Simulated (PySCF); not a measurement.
HSn, SMILES [SnH] (connectivity only; charge and spin as stated), neutral, multiplicity 2.

Geometry: PBE-D3(BJ)/def2-TZVPD. The def2 effective core potentials stand for the cores of Sn; spin–orbit coupling is left out.

Method: PySCF 2.14.0 with PBE-D3(BJ)/def2-TZVPD.

Frequencies are harmonic and unscaled.

```
mode  ν (cm⁻¹)  IR (km/mol)  moving atoms (share of kinetic energy)
----  --------  -----------  --------------------------------------
1         1641        397.0                                  H 99 %
```
